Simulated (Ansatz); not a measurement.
Cost and result for the atomization energy of C2H3FSe, SMILES `CC(F)=[Se]` (7 atoms, 6 bonds).

| atom | x (Å) | y (Å) | z (Å) |
| --- | --- | --- | --- |
| C1 | -0.303 | -0.503 | -0.378 |
| C2 | 0.341 | 0.571 | 0.410 |
| F3 | 0.659 | 1.600 | -0.370 |
| Se4 | 0.692 | 0.609 | 2.124 |
| H5 | -0.565 | -1.346 | 0.253 |
| H6 | -1.200 | -0.106 | -0.865 |
| H7 | 0.376 | -0.825 | -1.174 |

Charge 0, multiplicity 1. Correlated methods include outer-core shells of Se, which these sets cover unevenly. Scalar relativity is left out up to krypton. All single points use the PBE0-D4/def2-TZVP geometry. Program: Ansatz. All runs use 2 threads of an Arm Neoverse V1 on a shared host. Times are those of one run each, without the atoms' runs, and a repeat can differ threefold. Electronic energies, without spin–orbit coupling; frozen cores. CCSD(T)/CBS adds CCSD(T) − MP2 in def2-TZVPP to the MP2 limit, and its time is that of the two runs behind it. T1 = 0.015; the RHF reference is unstable towards UHF. With those shells the extrapolation isn't a true limit. B3LYP takes the VWN-RPA correlation (the form of Gaussian; ORCA's B3LYP/G). HSE06 is the plane-wave form, built on full-range PBE exchange.

CCSD(T)/CBS is a level of theory with its own doubt, some kJ/mol a heavy atom from the limit and from the frozen cores, so smaller differences don't rank the functionals.

```csv
level,functions,wall time,atomization (kJ/mol),difference from CCSD(T)/CBS,per bond
LDA (SPW92)/def2-TZVPP,183,1.6 s,3077.2,469.6,78.3
BLYP-D4/def2-TZVPP,183,2.5 s,2624.5,16.9,2.8
revPBE-D4/def2-TZVPP,183,2.7 s,2627.4,19.8,3.3
PBE-D4/def2-TZVPP (with forces),183,3.2 s,2709.0,101.4,16.9
HSE06-D4/def2-TZVPP,183,4.2 s,2627.4,19.8,3.3
PBE0-D4/def2-TZVPP,183,4.4 s,2625.0,17.4,2.9
B3LYP-D4/def2-TZVPP (with forces),183,5 s,2602.0,-5.6,-0.9
r2SCANh-D4/def2-TZVPP,183,7 s,2599.7,-7.9,-1.3
CCSD(T)/def2-SVP,89,7 s,2465.1,-142.5,-23.7
B97M-V/def2-TZVPP,183,14 s,2609.3,1.7,0.3
MP2/def2-QZVPP,350,32 s,2645.1,37.5,6.2
CCSD(T)/def2-TZVPP,183,2.1 min,2532.5,-75.1,-12.5
CCSD(T)/CBS(def2),–,2.6 min,2607.6,0.0,0.0
```

From BLYP to BHLYP (50 % exact exchange), in def2-TZVPP and without D4, the atomization energy moves by −126.0 kJ/mol: exact exchange takes away binding that semilocal exchange gives to molecules. Leaving LDA and LC-ωPBE aside and taking each functional with its dispersion term where it has one, the values, not all of them listed here, spread over 223.4 kJ/mol, from BHLYP-D4 to PBE-D4. LDA lies +380.7 kJ/mol from PBE without D4, its usual overbinding. At CCSD(T), def2-SVP lies −142.5 kJ/mol from the extrapolated value and def2-TZVPP −75.2 kJ/mol: correlation converges slowly with the basis, and small sets miss more of it in the bonded molecule than in its fragments.
